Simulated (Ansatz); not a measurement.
The same ligand exchange along the group C, Si, Ge.

Computed with Ansatz on PBE0-D4/def2-TZVP structures; ΔE is electronic, products minus reactants. CCSD(T)/CBS adds triple-zeta CCSD(T) − MP2 to the extrapolated MP2 energy (def2 sets, frozen cores). This one scheme is used for every species. DFT in def2-TZVPP. For Ge outer-core shells are correlated without core-valence functions, which leaves a few kJ/mol of doubt a bond. Scalar relativity is left out up to krypton. Each species was taken in one conformer, which may not be the lowest.

| reaction | PBE-D4 (kcal/mol) | B97M-V (kcal/mol) |
| --- | --- | --- |
| `COBF` + `SS` → `CSS` + `OBF` | -14.2 | -13.3 |
| `FBO[SiH3]` + `SS` → `[SiH3]SS` + `OBF` | 2.8 | 6.7 |
| `FB[O][GeH3]` + `SS` → `S[S][GeH3]` + `OBF` | -7.6 | -4.5 |

Give the CCSD(T)/CBS values in the same order. (Best estimate.)

Computed: -14.0, 6.5, -5.3 kcal/mol.

Largest T1 diagnostic: 0.013, for `OBF`.
